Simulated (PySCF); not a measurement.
Input of a run (PBE0-D3(BJ)/def2-SVP geometry optimisation, gas phase (PySCF 2.14.0)), started from GFN2-xTB:
```
{"job": {"xc": "PBE0", "basis": "def2-SVP", "d3": "d3bj", "grid": 1, "shake": 0.01, "kind": "geom"}, "charge": 0, "multiplicity": 1}
C      2.756120    -1.385270    -0.093440
C      2.860620    -0.134800     0.410600
C      4.174250     0.574990     0.355150
Al     1.129220     0.386650     1.184610
As    -0.483330    -0.006510    -0.894310
C     -2.232940    -0.297990    -0.006720
C     -2.433600     0.815670     1.008090
C     -3.369100    -0.391410    -0.998830
H      3.531190    -1.924010    -0.540700
H      1.763470    -1.865790    -0.023280
H      4.589790     0.667340     1.381200
H      4.922720     0.044390    -0.248240
H      4.037290     1.596150    -0.036970
H      0.649490     1.872110     1.464510
H      0.305020    -0.753150     1.963670
H     -0.632630    -1.033620    -1.942450
H     -0.952600     1.064260    -1.840400
H     -2.151040    -1.247170     0.545880
H     -3.364090     0.659280     1.576400
H     -1.624780     0.858260     1.711660
H     -2.523030     1.781130     0.486780
H     -3.209910    -1.225990    -1.716650
H     -3.477520     0.547780    -1.571590
H     -4.328880    -0.582690    -0.479560
```

Output (energies in Eh, forces in Eh/bohr):
```
step   0  E = -2715.33870474  max force = 0.041241
step   1  E = -2715.34747577  max force = 0.011636
step   2  E = -2715.34979211  max force = 0.006428
step   3  E = -2715.35124438  max force = 0.004332
step   4  E = -2715.35191514  max force = 0.003703
step   5  E = -2715.35227159  max force = 0.001867
step   6  E = -2715.35256315  max force = 0.002650
step   7  E = -2715.35280179  max force = 0.003077
step   8  E = -2715.35305169  max force = 0.001684
step   9  E = -2715.35318722  max force = 0.000891
step  10  E = -2715.35328479  max force = 0.001599
step  11  E = -2715.35343698  max force = 0.002241
step  12  E = -2715.35362942  max force = 0.001982
step  13  E = -2715.35380437  max force = 0.000828
step  14  E = -2715.35388478  max force = 0.001054
step  15  E = -2715.35392899  max force = 0.000722
step  16  E = -2715.35394009  max force = 0.000639
step  17  E = -2715.35394046  max force = 0.000514
step  18  E = -2715.35394872  max force = 0.000659
step  19  E = -2715.35396334  max force = 0.000417
optimisation converged
```

Q: Summarise the run.

A: The energy falls by 0.415 eV over 20 energy and gradient evaluations, the largest force component goes from 0.0412 to 4.2e-04 Eh/bohr, and the atoms move by 0.882 Å rms after alignment. The bond that changes most is C1–H9 (terminal =CH2 carbon to vinylic hydrogen), which lengthens by 0.057 Å. Bonds longer at the end by more than 0.005 Å: 9 of 23; shorter: 7. Among the angles that change most is Al4–As5–H16, from 136.0° to 117.9°. Among the dihedrals that turn most is C3–C2–Al4–As5, from 128° to 79°. The energy never rose by more than 1e-6 Eh on the way. The first step brought 57 % of the lowering.

Q: What are the final bond lengths?

A: C1=C2 1.343 Å, C2–C3 1.505 Å, C2–Al4 1.980 Å, Al4–As5 2.610 Å, As5–C6 1.969 Å, C6–C7 1.523 Å, C6–C8 1.521 Å, C1–H9 1.101 Å, C1–H10 1.096 Å, C3–H11 1.103 Å, C3–H12 1.104 Å, C3–H13 1.105 Å, Al4–H14 1.608 Å, Al4–H15 1.604 Å, As5–H16 1.512 Å, As5–H17 1.515 Å, C6–H18 1.104 Å, C7–H19 1.102 Å, C7–H20 1.100 Å, C7–H21 1.102 Å, C8–H22 1.100 Å, C8–H23 1.102 Å, C8–H24 1.103 Å. Numbering counts from 1 in the input's order; the species is `C=[C](C)[AlH2-][AsH2+]C(C)C`.

The run used 214 basis functions and 139 SCF cycles in all.

Whether it is a minimum is left open (no frequencies). The numbers are those of one conformer.
